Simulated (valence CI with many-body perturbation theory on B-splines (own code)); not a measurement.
Mo²⁰⁺ in brief

Calculated by valence CI with perturbative core correlation (CI+MBPT): four valence electrons over a frozen Dirac-Fock core [Ar], radial functions for each j: 7 s, 7 p, 8 d, 6 f, 4 g, 1 h, with the one-electron correlation potential Σ1 (screened to all orders), the two-electron term Σ2, the three-electron term Σ3, Breit, model QED; selected single and double excitations, second order for the rest, scaled by the run's own slope (own B-spline code, finite nucleus).

No measured spectrum was set against this ion. As an estimate, terms of the open shell hold to 2 to 4 % of their energy, and close levels can change places. Only levels of the ground parity were solved; by the run's estimate the other parity begins above the list, which can be wrong where configurations are misplaced.

Names give the largest LS component (configuration and term), which can be under half, so a name can repeat, a term be missing and a line seem to break the LS rules; names also repeat where a configuration has a term twice.

Rates and lifetimes use the calculated energies. Strong lines usually hold to 10 to 20 %, long lifetimes can be off by a factor of two.

(1) What is the ground level?

(2) What is the ionisation energy?

(3) How is the term ⁵D of the ground level split?

(4) How well does LS coupling describe the low levels?

Answers

(1) 3d⁴ ⁵D_0, composition 78 % 3d⁴ ⁵D + 21 % 3d⁴ ³P.

(2) 890.36 eV; NIST lists 890 ± 4 eV (theoretical).

(3) J = 0 at 0.000, J = 1 at 1.263, J = 2 at 2.580, J = 3 at 3.770, J = 4 at 4.773 eV.

(4) Among the lowest 20 levels the leading LS term, summed over configurations, holds 72 % on average. For single configurations the figures are 72 % in LS and 64 % in jj coupling. Terms mix most in the J = 4 level at 13.729 eV, where the leading one holds 34 %.
